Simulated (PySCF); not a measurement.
**Electronic structure of Li⁺ (lithium, charge +1) at the PBE0 level**

Configuration: 1s2, closed-shell 1S. Computed with PySCF 2.14 in aug-cc-pVDZ-DK (4s3p2d, 23 functions), with scalar relativity by spin-free X2C-1e.

```
Total energy                        : -7.2624 hartree
One-electron energy                 : -8.8834 hartree
Hartree (Coulomb) energy            : 3.2937 hartree
Exchange-correlation energy         : -1.6728 hartree
⟨S²⟩                                : 0.0000
⟨L²⟩                                : 0.000
Sum of ⟨r⟩                          : 1.150 bohr
Sum of ⟨r²⟩                         : 0.9037 bohr²
Langevin diamagnetic susceptibility : -0.716 ×10⁻⁶ cm³/mol
Time after the integrals            : 0.06 s of wall time on 1 thread of Neoverse-N1 (shared host)
```

```
shell  electrons  mean orbital energy (hartree)  rms radius, mean of both spins (bohr)
   1s          2                       -2.36690                                  0.672
```
